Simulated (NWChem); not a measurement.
System: C2H4BrCl; SMILES C[C@@H](Cl)Br

The following NWChem deck was run.

```
start job
memory heap 200 mb stack 900 mb global 1100 mb
geometry units angstroms
  C     -1.714490    -1.130486     0.299787
  C     -0.267134    -0.758270     0.509884
  Cl     0.806624    -1.782803    -0.480715
  Br     0.017763     1.132117     0.062586
  H     -1.995751    -1.001609    -0.743405
  H     -1.870027    -2.170847     0.579243
  H     -2.351750    -0.497750     0.915368
  H      0.050631    -0.863464     1.547728
end
basis spherical
  * library def2-svp
end
dft
  xc pbe0
  iterations 150
end
driver
  maxiter 120
end
task dft optimize
task dft freq
```

Output (shortened):

```
             Northwest Computational Chemistry Package (NWChem) 7.3.0
             --------------------------------------------------------

 C1  symmetry detected

                             Geometry "geometry" -> ""
                             -------------------------

 Output coordinates in angstroms (scale by  1.889725989 to convert to a.u.)

  No.       Tag          Charge          X              Y              Z
 ---- ---------------- ---------- -------------- -------------- --------------
    1 C                    6.0000    -1.79080489    -0.81615351    -0.17603450
    2 C                    6.0000    -0.43917017    -0.57470876     0.45031438
    3 Cl                  17.0000     0.73604146    -1.81321946    -0.06822139
    4 Br                  35.0000     0.22039798     1.21115933    -0.02973754
    5 H                    1.0000    -1.72207608    -0.78044950    -1.26137692
    6 H                    1.0000    -2.16271450    -1.79526699     0.12003722
    7 H                    1.0000    -2.49334436    -0.05351965     0.15596400
    8 H                    1.0000    -0.46864867    -0.59143585     1.54027390

 Effective nuclear repulsion energy (a.u.)     316.8405754367

                                Z-matrix (autoz)
                                --------

 Units are Angstrom for bonds and degrees for angles

      Type          Name      I     J     K     L     M      Value
      ----------- --------  ----- ----- ----- ----- ----- ----------
    1 Stretch                  1     2                       1.50915
    2 Stretch                  1     5                       1.08810
    3 Stretch                  1     6                       1.08841
    4 Stretch                  1     7                       1.08876
    5 Stretch                  2     3                       1.78435
    6 Stretch                  2     4                       1.96337
    7 Stretch                  2     8                       1.09049
    8 Bend                     1     2     3               110.99111
    9 Bend                     1     2     4               110.17698
   10 Bend                     1     2     8               112.84064
   11 Bend                     2     1     5               110.61956
   12 Bend                     2     1     6               109.69779
   13 Bend                     2     1     7               109.83398
   14 Bend                     3     2     4               109.81822
   15 Bend                     3     2     8               107.31463
   16 Bend                     4     2     8               105.51080
   17 Bend                     5     1     6               108.81014
   18 Bend                     5     1     7               108.77986
   19 Bend                     6     1     7               109.06776
   20 Torsion                  3     2     1     5         -60.15665
   21 Torsion                  3     2     1     6          59.88439
   22 Torsion                  3     2     1     7         179.75237
   23 Torsion                  4     2     1     5          61.70515
   24 Torsion                  4     2     1     6        -178.25381
   25 Torsion                  4     2     1     7         -58.38583
   26 Torsion                  5     1     2     8         179.34568
   27 Torsion                  6     1     2     8         -60.61328
   28 Torsion                  7     1     2     8          59.25470

                           NWChem Geometry Optimization
                           ----------------------------

 maximum gradient threshold         (gmax) =   0.000450
 rms gradient threshold             (grms) =   0.000300
 maximum cartesian step threshold   (xmax) =   0.001800
 rms cartesian step threshold       (xrms) =   0.001200
 fixed trust radius                (trust) =   0.300000
 source of zmatrix                         =   autoz

[...]

      ----------------------
      Optimization converged
      ----------------------

  Step       Energy      Delta E   Gmax     Grms     Xrms     Xmax
  ---- ---------------- -------- -------- -------- -------- --------
@    4   -3111.91642880 -5.0D-07  0.00006  0.00002  0.00057  0.00140
                                     ok       ok       ok       ok

                                Z-matrix (autoz)
                                --------

 Units are Angstrom for bonds and degrees for angles

      Type          Name      I     J     K     L     M      Value     Gradient
      ----------- --------  ----- ----- ----- ----- ----- ---------- ----------
    1 Stretch                  1     2                       1.50632    0.00001
    2 Stretch                  1     5                       1.09880   -0.00004
    3 Stretch                  1     6                       1.10052   -0.00006
    4 Stretch                  1     7                       1.09947   -0.00005
    5 Stretch                  2     3                       1.77765   -0.00002
    6 Stretch                  2     4                       1.95091    0.00006
    7 Stretch                  2     8                       1.09604   -0.00003
    8 Bend                     1     2     3               111.10655    0.00000
    9 Bend                     1     2     4               110.85444   -0.00000
   10 Bend                     1     2     8               112.64363   -0.00000
   11 Bend                     2     1     5               110.57708    0.00000
   12 Bend                     2     1     6               109.40299    0.00001
   13 Bend                     2     1     7               110.11143    0.00001
   14 Bend                     3     2     4               110.70369    0.00001
   15 Bend                     3     2     8               106.59471    0.00001
   16 Bend                     4     2     8               104.69267   -0.00002
   17 Bend                     5     1     6               108.76551   -0.00000
   18 Bend                     5     1     7               108.92762   -0.00001
   19 Bend                     6     1     7               109.02357   -0.00001
   20 Torsion                  3     2     1     5         -60.94694    0.00001
   21 Torsion                  3     2     1     6          58.82422    0.00002
   22 Torsion                  3     2     1     7         178.62569    0.00002
   23 Torsion                  4     2     1     5          62.59674    0.00002
   24 Torsion                  4     2     1     6        -177.63210    0.00003
   25 Torsion                  4     2     1     7         -57.83063    0.00003
   26 Torsion                  5     1     2     8         179.53302   -0.00000
   27 Torsion                  6     1     2     8         -60.69581    0.00000
   28 Torsion                  7     1     2     8          59.10566    0.00001

[...]

 Rotational Constants
 --------------------
 A=   0.201569 cm-1  (  0.290006 K)
 B=   0.066339 cm-1  (  0.095444 K)
 C=   0.052028 cm-1  (  0.074856 K)

 Temperature                      =   298.15K
 frequency scaling parameter      =   1.0000

 Zero-Point correction to Energy  =   35.755 kcal/mol  (  0.056979 au)
 Thermal correction to Energy     =   38.877 kcal/mol  (  0.061954 au)
 Thermal correction to Enthalpy   =   39.469 kcal/mol  (  0.062898 au)

 Total Entropy                    =   75.064 cal/mol-K
   - Translational                =   40.764 cal/mol-K (mol. weight = 142.9167)
   - Rotational                   =   27.229 cal/mol-K (symmetry #  =        1)
   - Vibrational                  =    7.071 cal/mol-K

 Cv (constant volume heat capacity) =   16.168 cal/mol-K
   - Translational                  =    2.979 cal/mol-K
   - Rotational                     =    2.979 cal/mol-K
   - Vibrational                    =   10.209 cal/mol-K

[normal modes left out]

 ----------------------------------------------------------------------------
 Normal Eigenvalue ||           Projected Infra Red Intensities
  Mode   [cm**-1]  || [atomic units] [(debye/angs)**2] [(KM/mol)] [arbitrary]
 ------ ---------- || -------------- ----------------- ---------- -----------
    1       -0.000 ||    0.000281           0.006         0.274       0.260
    2       -0.000 ||    0.000011           0.000         0.011       0.010
    3        0.000 ||    0.000139           0.003         0.136       0.128
    4        0.000 ||    0.000296           0.007         0.288       0.273
    5        0.000 ||    0.000163           0.004         0.159       0.150
    6        0.000 ||    0.001583           0.037         1.543       1.461
    7      225.695 ||    0.000514           0.012         0.501       0.474
    8      273.062 ||    0.000667           0.015         0.650       0.616
    9      297.175 ||    0.000803           0.019         0.783       0.742
   10      384.141 ||    0.004668           0.108         4.551       4.310
   11      584.269 ||    0.024859           0.574        24.234      22.949
   12      701.624 ||    0.076270           1.760        74.352      70.408
   13      985.714 ||    0.010837           0.250        10.564      10.004
   14     1059.484 ||    0.039504           0.911        38.510      36.468
   15     1112.336 ||    0.004967           0.115         4.842       4.585
   16     1214.562 ||    0.045363           1.047        44.222      41.876
   17     1289.606 ||    0.011506           0.265        11.217      10.622
   18     1391.537 ||    0.013482           0.311        13.143      12.446
   19     1449.144 ||    0.011034           0.255        10.756      10.186
   20     1456.050 ||    0.002721           0.063         2.653       2.512
   21     3068.715 ||    0.004761           0.110         4.642       4.395
   22     3167.784 ||    0.000508           0.012         0.495       0.469
   23     3172.847 ||    0.002756           0.064         2.686       2.544
   24     3188.925 ||    0.002289           0.053         2.231       2.113
 ----------------------------------------------------------------------------
```

Level: PBE0/def2-SVP. This build's default masses of Se (78.918 u) and Br (79.917 u) are each other's, which moves their modes by up to 0.6 %.
